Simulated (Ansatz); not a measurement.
`[Cl][SbH]` radical, 3 atoms. Total charge 0; spin multiplicity 2. Correlated methods include outer-core shells of Sb, which these sets cover unevenly. Sb takes the def2 core potential. All runs use 2 threads of a server CPU on a shared host. Correlated methods freeze the cores. Open-shell runs search over several starts.

Question: How many basis functions does each run have, and how long does it take in Ansatz? UKS PBE0-D4/def2-TZVP frequencies; UKS B97M-V/def2-TZVPP energy; UKS PBE0-D4/def2-TZVP relaxation (5 steps); UKS PBE0-D4/def2-TZVPP energy; UKS PBE0-D4/def2-SVP energy; UKS ωB97M-V/def2-SVP energy; UKS ωB97M-V/def2-QZVPP energy; UKS PBE0-D4/def2-QZVPP energy; direct RPA on PBE orbitals/def2-TZVPP energy; UHF-MP2/def2-QZVPP energy; UHF-CCSD(T)/def2-SVP energy; UHF-CCSD(T)/def2-TZVPP energy. (Best estimate.)

Answer: Ansatz gave: Other jobs shared the machine, so times are rough.

```tsv
level	job	functions	wall time	peak host memory (GiB)
UHF-CCSD(T)/def2-SVP	energy	49	1.8 s	0.14
UKS PBE0-D4/def2-SVP	energy	49	1.8 s	0.13
UKS PBE0-D4/def2-TZVPP	energy	106	3.1 s	0.22
direct RPA on PBE orbitals/def2-TZVPP	energy	106	4.1 s	0.18
UKS PBE0-D4/def2-QZVPP	energy	182	6.5 s	0.43
UKS ωB97M-V/def2-SVP	energy	49	7.5 s	0.23
UHF-MP2/def2-QZVPP	energy	182	7.5 s	0.4
UKS B97M-V/def2-TZVPP	energy	106	8.5 s	0.24
UHF-CCSD(T)/def2-TZVPP	energy	106	16 s	0.64
UKS PBE0-D4/def2-TZVP	relaxation (5 steps)	93	20 s	0.2
UKS ωB97M-V/def2-QZVPP	energy	182	21 s	0.58
UKS PBE0-D4/def2-TZVP	frequencies	93	30 s	0.2
```
